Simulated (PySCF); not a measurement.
# Excitation energy of Al⁺ by level of theory

Al⁺ [Ne] 3s2 (1S) → Al⁺ [Ne] 3d2 (3F), as a difference of total energies. Calculation: PySCF 2.14, in aug-cc-pV(T+d)Z with one added diffuse shell each of s, p, d, f type (7s6p5d3f, 71 functions); no relativity, point nucleus. Correlated levels: valence: [Ne] frozen. The calculations carry no spin-orbit coupling.

```csv
method,excitation energy (eV)
UHF,23.960
MP2 (valence),24.544
SCS-MP2 (valence),24.812
CCSD (valence),24.454
```

Question: How much does correlation contribute at MP2 (valence)?

Answer: 24.544 − (23.960) = 0.584 eV, measured against UHF.

The upper state lies above the first ionisation limit, where it may autoionise and the basis confines it.

The promoted electron is Rydberg-like, and one or two diffuse shells describe it only roughly, which tends to raise the upper state.

With two correlated electrons CCSD is exact in that space.

The coupled-cluster amplitudes are large for the upper state (T1 above 0.03 or a double amplitude above 0.15), so a single reference is strained.
